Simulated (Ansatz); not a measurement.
Total energies of CHBrINSi, SMILES `Br[Si]1(I)C=N1`.

```xyz
6

Br   -1.0046    0.7163   -2.2378
Si    0.0492   -0.1607   -0.5320
I     1.7128   -1.7395   -1.2350
C    -0.0380    0.5146    1.0886
N    -0.8602   -0.4674    0.9492
H     0.1407    1.1367    1.9670
```

Total charge 0; spin multiplicity 1. Correlated methods include outer-core shells of Br, I, which these sets cover unevenly. Scalar relativity is left out up to krypton. I: def2 effective core potential. Geometry: relaxed with PBE0-D4/def2-TZVP. Basis def2-TZVPP, Ansatz.

RPA on PBE orbitals: Hartree–Fock energy of these orbitals -3250.92512 Eh, correlation -1.73052 Eh (frozen core).

```csv
functional,energy without D4 (Eh),D4 term (kJ/mol)
r2SCAN,-3254.92232,-5.3
r2SCANh,-3254.90333,-5.9
```

(1) Give the same for LDA (SPW92), PBE, revPBE, BLYP, B97M-V, PBE0, B3LYP, r2SCAN0, HSE06 (plane-wave form), BHLYP, CAM-B3LYP, LC-ωPBE, ωB97X-V, ωB97M-V, B2PLYP, PBE-QIDH. (An estimate is asked.)

B3LYP takes the VWN-RPA correlation (the form of Gaussian; ORCA's B3LYP/G). HSE06 is the plane-wave form, built on full-range PBE exchange. The double hybrids freeze the cores in their second-order part.

Results:

(1) The calculation gave: 
```
             functional  energy without D4 (Eh)  D4 term (kJ/mol)
            LDA (SPW92)             -3248.98542                 –
                    PBE             -3254.24211             -24.1
                 revPBE             -3254.63066             -57.6
                   BLYP             -3254.83650             -51.2
                 B97M-V             -3254.33839                 –
                   PBE0             -3254.38269             -20.9
                  B3LYP             -3255.03075             -40.0
                r2SCAN0             -3254.87618              -6.7
HSE06 (plane-wave form)             -3254.37489             -19.9
                  BHLYP             -3254.77785             -36.9
              CAM-B3LYP             -3254.97913             -22.0
                LC-ωPBE             -3254.40994                 –
                ωB97X-V             -3254.57151                 –
                ωB97M-V             -3254.69383                 –
                 B2PLYP             -3254.15287                 –
               PBE-QIDH             -3253.81964                 –
```

LC-ωPBE has ω = 0.4 bohr⁻¹.
